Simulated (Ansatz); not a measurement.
Cost and result for the atomization energy of `C#[C][In]([SiH3])[Cl]` (9 atoms, 8 bonds).

Cartesian coordinates in Å:
```
C -1.341 -2.613 -1.374
C -1.106 -1.507 -0.947
In -0.627 0.370 -0.182
Si 1.455 1.239 1.005
Cl -2.380 1.891 -0.487
H -1.561 -3.585 -1.754
H 1.549 2.710 0.836
H 2.671 0.587 0.453
H 1.340 0.910 2.450
```

Charge 0, multiplicity 1. Correlated methods include outer-core shells of In, which these sets cover unevenly. In: def2 effective core potential. All single points use the PBE0-D4/def2-TZVP geometry. Program: Ansatz. All runs use 4 threads of an Arm Neoverse V1 on a shared host. Times are those of one run each, without the atoms' runs, and a repeat can differ threefold. Electronic energies, without spin–orbit coupling; frozen cores. CCSD(T)/CBS adds CCSD(T) − MP2 in def2-TZVPP to the MP2 limit, and its time is that of the two runs behind it. T1 = 0.014. With those shells the extrapolation isn't a true limit. B3LYP takes the VWN-RPA correlation (the form of Gaussian; ORCA's B3LYP/G). HSE06 is the plane-wave form, built on full-range PBE exchange.

CCSD(T)/CBS is a level of theory with its own doubt, some kJ/mol a heavy atom from the limit and from the frozen cores, so smaller differences don't rank the functionals.

| level | functions | wall time | atomization (kJ/mol) | difference from CCSD(T)/CBS | per bond |
| --- | --- | --- | --- | --- | --- |
| revPBE-D4/def2-TZVPP | 252 | 2.4 s | 2950.3 | -55.2 | -6.9 |
| PBE-D4/def2-TZVPP (with forces) | 252 | 2.9 s | 3030.1 | 24.6 | 3.1 |
| PBE0-D4/def2-TZVPP | 252 | 3.8 s | 2988.6 | -16.9 | -2.1 |
| HSE06-D4/def2-TZVPP | 252 | 4.1 s | 2990.4 | -15.1 | -1.9 |
| r2SCAN-D4/def2-TZVPP (with forces) | 252 | 6 s | 3000.7 | -4.8 | -0.6 |
| B3LYP-D4/def2-TZVPP (with forces) | 252 | 6 s | 2965.6 | -39.9 | -5.0 |
| CCSD(T)/def2-SVP | 110 | 6.5 s | 2819.2 | -186.3 | -23.3 |
| B2PLYP/def2-TZVPP | 252 | 7 s | 2950.6 | -54.9 | -6.9 |
| PBE-QIDH/def2-TZVPP | 252 | 7 s | 2984.8 | -20.7 | -2.6 |
| ωB97X-V/def2-TZVPP | 252 | 10 s | 3009.8 | 4.3 | 0.5 |
| MP2/def2-QZVPP | 456 | 21 s | 3025.1 | 19.6 | 2.4 |
| CCSD(T)/def2-TZVPP | 252 | 3.3 min | 2923.2 | -82.3 | -10.3 |
| CCSD(T)/CBS(def2) | – | 3.7 min | 3005.5 | 0.0 | 0.0 |

From r2SCAN to r2SCAN0 (25 % exact exchange), in def2-TZVPP and without D4, the atomization energy moves by −47.6 kJ/mol: exact exchange takes away binding that semilocal exchange gives to molecules. Leaving LDA and LC-ωPBE aside and taking each functional with its dispersion term where it has one, the values, not all of them listed here, spread over 129.4 kJ/mol, from BHLYP-D4 to PBE-D4. LDA lies +380.4 kJ/mol from PBE without D4, its usual overbinding. At CCSD(T), def2-SVP lies −186.4 kJ/mol from the extrapolated value and def2-TZVPP −82.3 kJ/mol: correlation converges slowly with the basis, and small sets miss more of it in the bonded molecule than in its fragments.

Spin–orbit coupling would lower the free In atoms strongly, and the atomization energy with them, by more than many differences here.
